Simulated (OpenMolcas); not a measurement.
## Computed transition rates of F³⁺

```
Program             : OpenMolcas 26.06
Method              : SS-RASPT2, IPEA 0.25 Eh, imaginary shift 0.1 Eh (closed shells correlated: 1s)
Basis               : ANO-RCC-VQZP [5s4p3d2f1g]
Scalar Hamiltonian  : DKH2, point nucleus
Active space        : 4 electrons in 9 orbitals (RAS2 2s 2p; RAS3 3d, at most 2 electrons)
State averaging     : 2S+1 = 3 even, 3 roots; 2S+1 = 1 even, 6 roots; 2S+1 = 5 odd, 1 root; 2S+1 = 3 odd, 9 roots; 2S+1 = 1 odd, 8 roots
Spin-orbit coupling : state interaction with AMFI integrals over the reference wave functions, term energies averaged over their components
```

Rates come from the transition moments of the reference wave functions (E1 and E2 in the length form). At fixed line strength A goes as λ^-3 for E1 and M1 and as λ^-5 for E2, so a rate at the computed wavelength can be rescaled to the measured one. Measured vacuum wavelengths follow from level energies in Moore, Atomic Energy Levels, vol. I, NSRDS-NBS 35 (1971 reprint of NBS Circular 467, 1949). Branching counts decays inside the model space alone, at computed energies, and the table is only a selection of the E1 lines, drawn from those between levels with measured partners whose computed energy lies within a factor of 1.5 of the measured one.

```csv
Upper,Lower,Type,λ computed (nm),λ measured (nm),A computed (s-1),A rescaled (s-1),Branching %
2s 2p3 3D* 1,2s2 2p2 3P2,E1,67.95,67.89,2.07e+07,2.08e+07,2.5
2s 2p3 3D* 2,2s2 2p2 3P2,E1,67.95,67.9,1.94e+08,1.94e+08,23.4
2s 2p3 3D* 3,2s2 2p2 3P2,E1,67.95,67.92,8.22e+08,8.23e+08,100.0
2s 2p3 3D* 1,2s2 2p2 3P1,E1,67.76,67.72,3.39e+08,3.40e+08,40.8
2s 2p3 3D* 2,2s2 2p2 3P1,E1,67.76,67.72,6.33e+08,6.34e+08,76.6
2s 2p3 3D* 1,2s2 2p2 3P0,E1,67.67,67.61,4.71e+08,4.72e+08,56.7
2s 2p3 3P* 1,2s2 2p2 3P2,E1,57.12,57.26,9.17e+08,9.10e+08,41.0
2s 2p3 3P* 2,2s2 2p2 3P2,E1,57.12,57.27,1.69e+09,1.68e+09,75.7
2s 2p3 3P* 1,2s2 2p2 3P1,E1,56.99,57.14,5.81e+08,5.76e+08,25.9
2s 2p3 3P* 2,2s2 2p2 3P1,E1,56.99,57.14,5.41e+08,5.37e+08,24.3
2s 2p3 3P* 1,2s2 2p2 3P0,E1,56.92,57.06,7.42e+08,7.37e+08,33.1
2s 2p3 1P* 1,2s2 2p2 1S0,E1,48.79,49.06,2.68e+09,2.64e+09,20.5
2s 2p3 1P* 1,2s2 2p2 1D2,E1,42.84,43.08,1.04e+10,1.02e+10,79.5
```

The largest correction is for 2s 2p3 1P* 1 → 2s2 2p2 1D2 (E1): 1.04e+10 × (42.84 / 43.08)^3 = 1.02e+10 s-1, a factor of 0.98.

The computed rate and branching of 2s 2p3 3D* 3 → 2s2 2p2 3P2 give the upper level a radiative lifetime of 1.000 / 8.22e+08 s-1 = 1.22e-09 s, counting decays inside the model space alone. The rescaled rate gives about 1.2e-09 s.

The computed order of these levels differs from the measured one in 3 places, and where term gaps are wrong the rates of spin-changing lines can be off by large factors.

No measured rate stands beside these. Rescaling mends the energy factor alone: line strengths can still be far off where a level mixes with configurations outside the active space, and weak or spin-changing lines hang on small mixing coefficients that depend on the term gaps too, so rescaling need not improve them.

Active for correlation alone: 3d; no level in the range computed is led by a configuration that fills it, so any true level of that kind is missing. Measured partners are found by configuration, term and J. A level has none where our copy of the source lacks it or the pairing is in doubt (some pairs that miss far off the trend of their configuration count as doubtful). Only configurations of the active space appear.

* marks odd parity.
